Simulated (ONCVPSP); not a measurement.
Ge: one change to an ONCV potential, before and after

germanium (Ge), optimised norm-conserving Vanderbilt (ONCV), made with ONCVPSP 4.0.1 (PBE, fully relativistic). Core [Ar], reference 3d10 4s2 (charge +2). Waves: 4s: rc 1.50 bohr, ncon 5, nbas 9, qcut 5.3 1/bohr, 2 projectors, debl 2.9 Ha; p scattering state at 0.27 Ha: rc 1.25 bohr, ncon 3, nbas 8, qcut 6.6 1/bohr, 1 projector; 3d: rc 0.60 bohr, ncon 5, nbas 10, qcut 18.6 1/bohr, 2 projectors, debl 0.9 Ha. Local part: polynomial inside 0.55 bohr (lpopt 3, dvloc0 1 Ha). Core correction: none.

Open shells are filled in proportion to 2j + 1.

In the d channel the program set the typed energies aside and used -1.799, 0.250 Ha (j = l + 1/2; the other j can differ).

All-electron outer shells of the reference configuration (PBE, scalar-relativistic, ld1.x):

```tsv
shell	level (eV)	outermost node (bohr)	outermost maximum (bohr)
3p	-135.57	0.23	0.54
3d	-49.19	–	0.50
4s	-29.25	0.77	1.66
```

Change: local potential polynomial inside 0.55 bohr (lpopt 3, dvloc0 5.5 Ha).

Cutoffs: the cutoffs (Ha) at which the residual kinetic energy of the hardest occupied pseudo-wave falls to 1 and 0.1 mHa per electron; they do not see the model core or the augmentation charge, which bear on the density cutoff. Errors are all-electron minus pseudo energies relative to the spin-unpolarised reference configuration.

Task: How do hardness, ghosts and transferability respond?

Result: The potential gets neither clearly harder nor softer (678 Ha and 1038 Ha → 678 Ha and 1038 Ha); both files keep a bound ghost (p, s); the errors of the 4 common tests hardly move; the range in which the p3/2 phases agree widens (upper end 3.1 → at the end of the scan); the range in which the p1/2 phases agree widens (upper end 0.7 → 4.2).

```tsv
quantity	base	changed
cutoff, loose	678 Ha	678 Ha
cutoff, tight	1038 Ha	1038 Ha
bound ghosts	s, p3/2, p1/2	s, p3/2, p1/2
GHOST(+) flags under 300 eV	none	none
error for 3d10 4s2 4p2, meV [ΔE -22.89 eV]	+58	-65
error for 3d10 4s2 4p1, meV [ΔE -15.44 eV]	+34	-35
error for 3d10 4s1, meV [ΔE 34.79 eV]	+24	+24
error for 3d10 4s2 4p1.5, meV [ΔE -20.09 eV]	+48	-51
s: phases at 1.52 bohr within 0.05 rad from the reference energy up to (Ha; the scan ends near 5)	to the end of the scan	to the end of the scan
p3/2: phases at 1.27 bohr within 0.05 rad from the reference energy up to (Ha; the scan ends near 5)	3.1	to the end of the scan
p1/2: phases at 1.27 bohr within 0.05 rad from the reference energy up to (Ha; the scan ends near 5)	0.7	4.2
d5/2: phases at 0.61 bohr within 0.05 rad from the reference energy up to (Ha; the scan ends near 5)	to the end of the scan	to the end of the scan
d3/2: phases at 0.61 bohr within 0.05 rad from the reference energy up to (Ha; the scan ends near 5)	to the end of the scan	to the end of the scan
```

 A true bound ghost makes a file unfit for plane-wave use even where its test errors are small: the radial tests pick states by their node count and pass the ghost by.
